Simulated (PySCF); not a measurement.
Stretching HoN

Set-up: Ho x2c-SVPall, N x2c-SVPall; spin-free X2C with a Gaussian nucleus (PySCF 2.14). Energies in eV from Ho (4f11 6s2) + N in their ground configurations at the same level. State: septet, about 10.1 electrons in the 4f shell (Mulliken), real f orbitals that mix terms.

All columns are PBE0. A positive dipole means Ho(−)N(+).

```csv
R (Å),E (eV),μ (D),Mulliken charge on Ho (basis-dependent),HOMO (eV),LUMO (eV),Mayer bond order,⟨S²⟩
1.558,-1.171,-2.60,0.17,-4.29,-2.29,2.81,12.01
1.630,-1.871,-3.11,0.21,-4.38,-2.34,2.69,12.01
1.702,-2.284,-3.57,0.25,-4.47,-2.33,2.58,12.01
1.757,-2.441,-3.89,0.28,-4.54,-2.33,2.52,12.01
1.811,-2.489,-4.20,0.30,-4.62,-2.37,2.47,12.01
1.865,-2.446,-4.50,0.32,-4.69,-2.44,2.43,12.01
1.938,-2.275,-4.86,0.35,-4.79,-2.56,2.39,12.01
2.028,-1.926,-5.28,0.37,-4.91,-2.70,2.35,12.01
2.137,-1.378,-5.69,0.40,-4.95,-2.85,2.29,12.01
2.282,-0.569,-6.07,0.42,-4.43,-3.01,2.16,12.05
```

A fit through these points gives, at Re = 1.811 Å, μ = -4.20 D and dμ/dR = -5.56 D/Å; the reduced mass is 12.91 u.

How strong is the fundamental in the double-harmonic approximation, I = 42.26·(dμ/dR)²/μred km/mol?

I = 42.26·(-5.56)²/12.91 = 101 km/mol at PBE0.

These are scalar-relativistic numbers at best; spin–orbit coupling would shift them, the dissociation energy most. The state is the lowest single determinant that the PBE0 search found; with open d or f shells the true ground state can be another one.
